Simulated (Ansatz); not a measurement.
Born–Oppenheimer molecular dynamics of BClFH3O (7 atoms, charge 0, multiplicity 1). It starts at the highest image of a converged band. Of that band: Neighbouring images differ by up to 1.3 eV, so the band resolves the path poorly. A vibrational analysis at the climbing image gives one clearly imaginary mode, 1381i cm⁻¹: a first-order saddle point.

The calculation used Ansatz 0.2.0, RKS PBE0-D4/def2-SVP.

```
ensemble                      : NVE (velocity Verlet)
time step                     : 0.5 fs
steps asked                   : 200
starting velocities drawn for : 100 K
seed                          : 7738
```

First frame:

```xyz
7
Properties=species:S:1:pos:R:3
B 0.076 -0.306 0.008
H 0.098 0.214 1.283
Cl 1.341 0.510 -0.945
F -1.190 -0.269 -0.448
O 0.461 -1.711 0.485
H -0.317 -2.284 0.408
H 0.276 -0.815 1.340
```

How far do the bonds stretch over the last three quarters of this one trajectory? (Pairs bonded in most of those frames.)


```json
{"bond": "B1–Cl3", "mean (Å)": "1.759", "spread (Å)": "0.053", "shortest": "1.68", "longest": "1.87"}
{"bond": "B1–F4", "mean (Å)": "1.343", "spread (Å)": "0.048", "shortest": "1.26", "longest": "1.46"}
{"bond": "B1–O5", "mean (Å)": "1.351", "spread (Å)": "0.051", "shortest": "1.26", "longest": "1.44"}
{"bond": "H2–H7", "mean (Å)": "0.764", "spread (Å)": "0.012", "shortest": "0.75", "longest": "0.78"}
{"bond": "O5–H6", "mean (Å)": "0.970", "spread (Å)": "0.010", "shortest": "0.95", "longest": "0.99"}
```

Mean temperature of the second half: 2183 K. The conserved energy stayed within 0.079 meV per atom of its start (net change -0.05 meV per atom), so the integration is sound. The kinetic energy rose, since the run started high on the potential surface and went downhill. It ends in pieces (BClFHO + H2), so much of that is their flight and rotation, not heat. A run of 0.1 ps of so small a system gives no equilibrium averages. The orbitals stay closed-shell, which can raise the energy where a bond breaks towards radicals; this wasn't checked here.

The run took 7.4 min on 1 thread of Arm Neoverse V1 (shared host), peak memory 0.16 GiB.
